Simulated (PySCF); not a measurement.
Molfile (atoms numbered from 1):
```
C8H8O
     RDKit          3D

 17 17  0  0  0  0  0  0  0  0999 V2000
    3.3595   -0.6059   -1.2649 O   0  0  0  0  0  0  0  0  0  0  0  0
    2.6246    0.0787   -0.6085 C   0  0  0  0  0  0  0  0  0  0  0  0
    1.8263   -0.4103    0.5793 C   0  0  0  0  0  0  0  0  0  0  0  0
    0.3637   -0.1028    0.3970 C   0  0  0  0  0  0  0  0  0  0  0  0
   -0.2295    1.0056    1.0096 C   0  0  0  0  0  0  0  0  0  0  0  0
   -1.5719    1.3088    0.7866 C   0  0  0  0  0  0  0  0  0  0  0  0
   -2.3394    0.5067   -0.0554 C   0  0  0  0  0  0  0  0  0  0  0  0
   -1.7572   -0.5995   -0.6741 C   0  0  0  0  0  0  0  0  0  0  0  0
   -0.4157   -0.8987   -0.4519 C   0  0  0  0  0  0  0  0  0  0  0  0
    2.4642    1.1618   -0.8540 H   0  0  0  0  0  0  0  0  0  0  0  0
    2.2126    0.1070    1.4743 H   0  0  0  0  0  0  0  0  0  0  0  0
    2.0145   -1.4876    0.6949 H   0  0  0  0  0  0  0  0  0  0  0  0
    0.3659    1.6357    1.6764 H   0  0  0  0  0  0  0  0  0  0  0  0
   -2.0207    2.1761    1.2766 H   0  0  0  0  0  0  0  0  0  0  0  0
   -3.3918    0.7425   -0.2295 H   0  0  0  0  0  0  0  0  0  0  0  0
   -2.3522   -1.2336   -1.3358 H   0  0  0  0  0  0  0  0  0  0  0  0
    0.0379   -1.7647   -0.9422 H   0  0  0  0  0  0  0  0  0  0  0  0
  1  2  2  0
  2  3  1  0
  3  4  1  0
  4  5  2  0
  5  6  1  0
  6  7  2  0
  7  8  1  0
  8  9  2  0
  9  4  1  0
  2 10  1  0
  3 11  1  0
  3 12  1  0
  5 13  1  0
  6 14  1  0
  7 15  1  0
  8 16  1  0
  9 17  1  0
M  END
```

No relativistic terms, in vacuum, rapidly exchanging positions averaged, single conformer. Geometry: PBE0-D3(BJ)/def2-SVP; shielding tensors at PBE0/pcSseg-1 (GIAO); J couplings at B3LYP/pcJ-1 (without the spin–dipole term); PySCF 2.14.0 with density-fitted response routines.

Shifts are taken against calculated references (same method and geometry level): ¹H vs TMS.

The spectrum was simulated from the full spin Hamiltonian at 600 MHz with 0.6 Hz Lorentzian lines, from shifts rounded to 0.01 ppm and J to 0.1 Hz, couplings under 1 Hz left out.

Q: List the maxima of its ¹H spectrum with integrals.

A: 
Maxima in ppm (height), grouped by integral:
1H: 9.386 (25), 9.380 (50), 9.374 (25)
2H: 7.557 (5), 7.555 (18), 7.554 (19), 7.553 (8), 7.544 (8), 7.543 (13), 7.541 (46), 7.529 (14), 7.527 (31), 7.527 (31), 7.524 (7)
1H: 7.453 (32), 7.439 (26), 7.425 (19)
2H: 7.390 (8), 7.387 (71), 7.374 (18), 7.373 (60), 7.369 (6)
2H: 3.373 (100), 3.367 (100)

Q: Summarise it as multiplets with assignments.

A: ¹H NMR (600 MHz, computed): δ 9.38 (t, J = 3.5 Hz, 1H, H10), 7.54 (t, J = 8.4 Hz, 2H, H14/H16), 7.44 (t, J = 8.3 Hz, 1H, H15), 7.38 (d, J = 8.5 Hz, 2H, H13/H17), 3.37 (d, J = 3.5 Hz, 2H, H11/H12). These are first-order names; overlap and second-order distortion can hide them in the list.

Multiplet labels drop couplings under 1 Hz and merge nearly equal ones. Couplings among chemically equivalent protons are left out too, so labels in AA′BB′ or AA′XX′ sets are apparent multiplicities. Unscaled 3J(H,H) at this level run about 10 % above measured values. Couplings across =CH–CH2 type bonds come from one rotamer and its mirror image, and can be 1–2 Hz further off.
